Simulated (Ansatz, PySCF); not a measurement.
Sb(Et)3 (C6H15Sb), SMILES C[CH2][Sb]([CH2]C)[CH2]C. Atoms are numbered in the order given.

```xyz
22

Sb     0.1078    -0.1499     0.7865
C      1.4836     1.1385    -0.3856
C      0.9541     1.7266    -1.6897
H      2.3751     0.5141    -0.5638
H      1.7973     1.9387     0.3033
H      0.0779     2.3724    -1.5222
H      0.6516     0.9461    -2.4036
H      1.7215     2.3453    -2.1875
C     -1.7377     0.3108    -0.3286
C     -2.4155     1.5970     0.1383
H     -2.3964    -0.5605    -0.1797
H     -1.4935     0.3528    -1.4002
H     -1.7654     2.4764    -0.0031
H     -2.6749     1.5557     1.2090
H     -3.3485     1.7912    -0.4188
C      0.5299    -2.0241    -0.3051
C      0.5986    -1.9446    -1.8266
H     -0.2549    -2.7272     0.0210
H      1.4772    -2.4023     0.1137
H      1.4085    -1.2788    -2.1637
H     -0.3407    -1.5685    -2.2619
H      0.7890    -2.9371    -2.2721
```
Charge 0, spin multiplicity 1.

Coordinates come from a B3LYP-D3(BJ)/def2-SVP optimisation. The isomer is the one that the SMILES or the coordinates give; other isomers of the formula were not compared. The def2 effective core potentials stand for the cores of Sb; spin–orbit coupling is left out. The values are those of a single conformer.

Vertical ionisation energy (IE) and electron affinity (EA) in eV. Rows of orbital energies are one-electron estimates. Where ΔSCF, EOM or ADC give a negative EA the extra electron is unbound and the value depends on the basis.

```csv
level,IE,EA
"−ε(HOMO), −ε(LUMO), PBE0/def2-SVP (PySCF)",6.15,-0.43
"ΔSCF, PBE0/def2-SVPD (Ansatz), final states of multiplicity 2 and 2",___,___
```

Q: What belongs in the gaps? (An estimate is asked for; the answer gives what the named calculation found.)

A: 
- ΔSCF, PBE0/def2-SVPD (Ansatz, a quantum-chemistry and plane-wave program), final states of multiplicity 2 and 2, IE: 7.95
- ΔSCF, PBE0/def2-SVPD (Ansatz), final states of multiplicity 2 and 2, EA: -1.30

Q: What vertical singlet–triplet gap does ΔSCF give with PBE0/def2-SVPD (Ansatz)? (Estimate from the structure and the level; the computed values follow.)

A: 4.36 eV (triplet above singlet where positive).
